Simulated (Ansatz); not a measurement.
Ansatz (a program for electronic structure) input (HF/6-31G* with LANL2DZ past Ar): The .json file joins the Basis Set Exchange's 6-31G* for atoms up to Ar and LANL2DZ past it.

Ansatz 0.2 input:
```yaml
crystal:
  periodic: [false, false, false]
  atoms:
    - {symbol: Ca, position_ang: [-0.00000000, -0.00000000, -1.21297911]}
    - {symbol: Cl, position_ang: [0.00000000, 0.00000000, 1.42703425]}
basis:
  gaussian:
    orbitals: 6-31Gs+LANL2DZ.json
hamiltonian:
  xc: {name: HF}
magnetization: {spin_polarized: true, initial_magnetization: 1}
phonons: {temperatures: {t_min: 298.15, t_max: 298.15, t_step: 100}}
```

**Question.** Which harmonic wavenumbers does it give?

**Answer.** 322 cm⁻¹ (unscaled; negative means imaginary).
